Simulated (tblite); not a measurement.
Input of a run (GFN2-xTB geometry optimisation, gas phase (tblite 0.8.0)), started from a force field or distance geometry:
```
{"job": {"kind": "relax", "xc": "GFN2-xTB", "basis": "xTB"}, "charge": 0, "multiplicity": 2}
O     -2.206000    -0.402600     0.667900
C     -1.500800     0.260300    -0.378400
C     -0.026600     0.080100    -0.203600
C      0.824000    -0.670200    -0.977400
N      2.065000    -0.509100    -0.420200
N      2.073400     0.307200     0.637200
C      0.799500     0.668000     0.770500
H     -1.884200    -1.311800     0.697600
H     -1.833700    -0.150500    -1.326300
H     -1.764500     1.316800    -0.338800
H      2.938300    -0.918100    -0.737300
H      0.516700     1.329200     1.582800
```

Output (eV, eV/Å):
```
step      E/eV     max force
  0    -568.25617    2.278
  1    -568.33842    0.598
  2    -568.35343    0.341
  3    -568.35891    0.218
  4    -568.36275    0.147
  5    -568.36466    0.126
  6    -568.36638    0.134
  7    -568.36773    0.084
  8    -568.36848    0.064
  9    -568.36882    0.044
 10    -568.36900    0.038
 11    -568.36915    0.030
 12    -568.36926    0.027
 13    -568.36934    0.025
 14    -568.36940    0.021
 15    -568.36945    0.019
 16    -568.36951    0.020
 17    -568.36959    0.024
 18    -568.36967    0.028
 19    -568.36973    0.027
 20    -568.36978    0.022
 21    -568.36984    0.020
 22    -568.36991    0.023
 23    -568.36998    0.024
 24    -568.37003    0.023
 25    -568.37007    0.017
 26    -568.37010    0.014
 27    -568.37012    0.011
 28    -568.37014    0.013
 29    -568.37015    0.012
 30    -568.37017    0.011
 31    -568.37018    0.012
 32    -568.37020    0.013
 33    -568.37021    0.010
 34    -568.37022    0.009
```

Q: Summarise the run.

A: The energy falls by 2.6 kcal/mol over 34 L-BFGS steps, the largest force on an atom goes from 2.28 to 0.009 eV/Å, and the atoms move by 0.039 Å rms after alignment. The bond that changes most is C4–N5 (ends: carbon bonded to C and N; nitrogen bonded to C, N and H), which shortens by 0.038 Å. Bonds longer at the end by more than 0.005 Å: 2 of 12; shorter: 5. Among the angles that change most is C3–C4–N5, from 105.5° to 109.7°. The energy never rose by more than 1e-5 eV on the way. The first step brought 72 % of the lowering.

Q: What are the final bond lengths?

A: O1–C2 1.414 Å, C2–C3 1.492 Å, C3–C4 1.379 Å, C4–N5 1.332 Å, N5–N6 1.337 Å, N6–C7 1.325 Å, C3–C7 1.407 Å, O1–H8 0.964 Å, C2–H9 1.100 Å, C2–H10 1.094 Å, N5–H11 1.007 Å, C7–H12 1.071 Å. Numbering counts from 1 in the input's order; the species is `OCc1[c][nH]nc1` [radical].

Its lowest GFN2-xTB frequency is 11 cm⁻¹, too small to tell a flat minimum from a shallow saddle. 2 starts were optimised and ended at 0.00 and 1.84 kcal/mol (GFN2-xTB); the lowest of these is shown.

The values belong to the conformer `[OH:1][CH2:2][c:3]1[c:4][nH:5][n:6][cH:7]1`: O1–C2–C3–C4 108°, H–O1–C2–C3 -57°.

These are computed values.
